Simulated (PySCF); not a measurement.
Gas-phase reaction: Ga(OH)₃ → GaOH + O + H₂O, at 600 K and a standard pressure of 1 bar. Level: r2SCAN/def2-TZVP†.

Method: PySCF energies plus ideal-gas RRHO corrections (1 bar). † marks an energy on the PBE0/def2-TZVP geometry and frequencies. Open shells (unrestricted): O (multiplicity 3, electronic degeneracy 9); the rest are closed-shell singlets. Spin-orbit splitting is ignored; it lowers the true energy and changes the entropy of O. Ga: all electrons, no relativistic terms. Ga(OH)₃, GaOH: computed as isolated molecules; such fragments, hydroxides, amides, oligomers or adducts are transient or little studied in the gas. The harmonic model lacks anharmonicity and excited electronic states, which grow with temperature; levels with a mode under 35 cm⁻¹ are left out.

| species | E (Ha) | H(600 K) − E (kJ/mol) | S°(600 K) (J/mol/K) |
|---|---|---|---|
| Ga(OH)₃ | -2152.41046 | 159.2 | 391.8 |
| GaOH | -2000.69499 | 54.7 | 279.4 |
| O | -75.05863 | 12.5 | 176.2 |
| H₂O | -76.41969 | 76.8 | 212.8 |
E: electronic energy; H − E holds the zero-point and thermal terms. 1 Ha = 2625.5 kJ/mol.

Problem. Work out ΔH°, ΔS°, ΔG° and log10 K from these numbers.

Solution. 1. ΔE = 1×(-2000.69499) + 1×(-75.05863) + 1×(-76.41969) − 1×(-2152.41046) = 0.23715 Ha = 622.6 kJ.
2. Δ(H − E) = 1×(54.7) + 1×(12.5) + 1×(76.8) − 1×(159.2) = -15.2 kJ, so ΔH° = 607.4 kJ.
3. ΔS° = 1×(279.4) + 1×(176.2) + 1×(212.8) − 1×(391.8) = 276.6 J/K; the number of gas molecules changes by +2.
4. ΔG° = ΔH° − TΔS° = 607.4 − 600×(276.6)/1000 = 441.4 kJ.
5. log10 K = −ΔG°/(RT ln 10) = -38.42, with RT ln 10 = 11.49 kJ/mol; at standard pressures the reactants are favoured.
6. A shift of 10 kJ in ΔE would move log10 K by 0.87 here.
For scale, ΔH°(298 K) is 610 kJ at this level, 589 kJ at ωB97M-V/def2-TZVP†, and runs from 347 to 871 kJ over the 19 levels computed.
